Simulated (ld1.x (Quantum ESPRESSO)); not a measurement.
# Bi (Z = 83), TM: configuration errors across variants

| Item | Value |
| --- | --- |
| Element | bismuth (Bi) |
| Generator | ld1.x (Quantum ESPRESSO) 7.5 |
| Type | norm-conserving Troullier–Martins (Kleinman–Bylander form) |
| Functional | PBE |
| Relativity | scalar-relativistic |
| Frozen core | [Xe] 4f14 |
| Valence charge | 15 |
| Reference configuration | 5d10 6s2 6p3 |
| Partial waves | 6s (bound): rc 1.90 bohr; 6p (bound): rc 2.15 bohr; 5d (bound): rc 1.65 bohr; 5f channel at 0.05 Ry: rc 1.80 bohr |
| Local potential | the f channel |
| Core correction | a·sin(br)/r model core inside 1.05 bohr |

All-electron excitation energies from the reference (eV): (1) 5d10 6s2 6p2 7.913; (2) 5d10 6s2 6p1 23.160; (3) 5d10 6s2 6p0 46.502; (4) 5d10 6s2 6p2.5 3.097; (5) 5d10 6s1 6p3 18.731; (6) 5d10 6s1 6p0 91.907.

Tests that are not counted but printed errors over 1 eV. “base”: 5d9 6s2 6p4 (solver errors, printed error -1918 eV). “core correction a·sin(br)/r model core inside 0.90 bohr”: 5d9 6s2 6p4 (solver errors, printed error -1920 eV). “wave 6s (bound): rc 1.90 bohr becomes 6s (bound): rc 1.64 bohr”: 5d9 6s2 6p4 (solver errors, printed error -1493 eV).

A true bound ghost makes a file unfit for plane-wave use even where its test errors are small: the radial tests pick states by their node count and pass the ghost by. Where a test does run into it, the solver fails or the error is huge.

Errors AE − PS in meV (a dash: test not solved or not reliable):

| change | (1) | (2) | (3) | (4) | (5) | (6) | bound ghosts |
| --- | --- | --- | --- | --- | --- | --- | --- |
| base | -5.3 | -18 | -36 | -1.9 | -15 | -66 | s, p |
| core correction a·sin(br)/r model core inside 0.90 bohr | -5.2 | -18 | -36 | -1.9 | -15 | -66 | s, p |
| wave 6p (bound): rc 2.15 bohr becomes 6p (bound): rc 1.92 bohr | -6.1 | -19 | -31 | -2.1 | -20 | -65 | s, p |
| wave 5f channel at 0.05 Ry: rc 1.80 bohr becomes 5f channel at 0.05 Ry: rc 2.28 bohr | +1.7 | +4.9 | -43 | -0.2 | +24 | -81 | s |
| all radii but the core radius scaled by about 0.83 (s 1.58, p 1.78, d 1.38, f 1.50 bohr) | -4.2 | -13 | -24 | -1.6 | -11 | -53 | s, p |
| wave 6s (bound): rc 1.90 bohr becomes 6s (bound): rc 1.64 bohr | -5.4 | -19 | -38 | -1.9 | -15 | -64 | s, p |

Give the same row for: local potential the d channel.

-5.5, -19, -36, -1.9, -17, -68; bound ghosts: s, p. Not counted: 5d9 6s2 6p4 (solver errors, printed error -1721 eV).
